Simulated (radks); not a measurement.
Fractional charge and spin in the 5p shell of tantalum: the spin-up occupation runs from 2 to 3 and the spin-down occupation from 2 to 3; the fullest corner is Ta3+, [Kr] 4d10 4f14 5s2 5d(up 1, down 1) 5p(up 3, down 3). Method: scalar-relativistic Kohn-Sham, PBEsol, spin-polarised, spherical densities, point nucleus; computed with a radial shooting solver on a logarithmic mesh with Libxc functionals. Energy (eV) above the fullest corner. The planes named below are the two flat planes that join the four corners, with an edge along up + down = one added electron.

| down \ up | 2 | 2.25 | 2.5 | 2.75 | 3 |
|---|---|---|---|---|---|
| 2 | 165.776 | 141.487 | 118.206 | 95.923 | 74.629 |
| 2.25 | 141.487 | 118.268 | 96.044 | 74.807 | 54.546 |
| 2.5 | 118.206 | 96.044 | 74.867 | 54.663 | 35.422 |
| 2.75 | 95.923 | 74.807 | 54.663 | 35.480 | 17.244 |
| 3 | 74.629 | 54.546 | 35.422 | 17.244 | 0.000 |

Corners above the fullest one (they belong to Ta4+ and the next ion): (up 3, down 2) 74.629 eV, (up 2, down 3) 74.629 eV, (up 2, down 2) 165.78 eV. With half an added electron in each spin the energy lies 0.238 eV from the planes, and with half an added electron in spin up alone -1.996 eV. The planes are only a guide here: the flat-plane condition holds for ground states with one frontier orbital, while this shell lies below other occupied shells, so the corners above the fullest one are inner-hole states and not the ground states of those ions.
